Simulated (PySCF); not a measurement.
## Fractional electron number in Cr²⁺ (chromium, charge +2)

The 3d alpha orbital of [Ar] 3d4 is emptied in steps (occupation f), with all orbitals relaxed, ending at [Ar] 3d3. Computed with PySCF 2.14 in def2-SVP, with no relativity, point nucleus. The exact energy is a straight line in f; departures are measured from the line between the end points of the same method.

Q: Among PBE0, r2SCAN, LC-wPBE, which shows the largest delocalisation error (convex curve), and which is closest to linear?

A: Most convex: r2SCAN (-1.921 eV at f = 0.4); closest to linear: LC-wPBE (-0.827 eV).

```tsv
f	PBE0 (eV)	r2SCAN (eV)	LC-wPBE (eV)
1	0.000	0.000	0.000
0.8	-0.961	-1.262	-0.530
0.6	-1.458	-1.908	-0.811
0.4	-1.473	-1.921	-0.827
0.2	-0.992	-1.289	-0.561
0	0.000	0.000	0.000
```

```csv
method,E(f=0) − E(f=1) (eV),−ε at f=1 (eV),−ε at f=0.4 (eV)
PBE0,32.516,26.576,33.669
r2SCAN,32.234,24.420,33.775
LC-wPBE,32.632,29.392,33.243
```

Reference removal energy between the ground levels: 30.959 ± 0.025 eV (measured; NIST Atomic Spectra Database, ionization energies). The calculation has no spin-orbit coupling. The determinant left behind need not be the lowest term of the ion.
